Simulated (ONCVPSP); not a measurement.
**PBE ONCV dataset for K (Z = 19), scalar-relativistic all-electron reference.**

* Element: potassium
* Generator: ONCVPSP 4.0.1
* Type: optimised norm-conserving Vanderbilt (ONCV)
* Functional: PBE
* Relativity: scalar-relativistic
* Frozen core: [Ar]
* Valence charge: 1
* Reference configuration: 4s0.5 (charge +0.5)
* Partial waves: 4s: rc 2.95 bohr, ncon 3, nbas 6, qcut 2 1/bohr, 3 projectors, debl 3.8 Ha; p scattering state at 0.32 Ha: rc 3.20 bohr, ncon 4, nbas 7, qcut 2.2 1/bohr, 2 projectors, debl 1.1 Ha; d scattering state at 0.07 Ha: rc 2.40 bohr, ncon 3, nbas 7, qcut 4.1 1/bohr, 2 projectors, debl 0.5 Ha
* Local potential: polynomial inside 2.35 bohr (lpopt 1, dvloc0 6 Ha)
* Core correction: polynomial model core, fcfact 0.15

In the d channel the program set the typed energies aside and used 0.050, 0.550 Ha.

All-electron outer shells of the reference configuration (PBE, scalar-relativistic, ld1.x):

| shell | level (eV) | outermost node (bohr) | outermost maximum (bohr) |
| --- | --- | --- | --- |
| 4s | -4.28 | 1.58 | 3.78 |

(1) Estimate the cutoffs (Ha) at which the residual kinetic energy of the hardest occupied pseudo-wave falls to 1 and 0.1 mHa per electron.

(2) Does the potential have ghost states?

(3) Tests: 4s1; 4s0 4p1; 3d1 4s0; 3d0.5 4s0.5. Which has the largest error in its energy relative to the reference configuration, and how large is it?

## Answers

(1) 1.4 Ha and 2.2 Ha. The cutoffs count occupied waves only; projector 3 of the s channel, the hardest unoccupied one, needs 19 Ha at the loose tolerance.

(2) No bound ghost flagged but for a GHOST(-) flag that falls on a real empty level of the atom; GHOST(+) flagged for p at 264.2 eV.

(3) 4s0 4p1, with +30 meV (all-electron minus pseudo) on -0.09 eV.
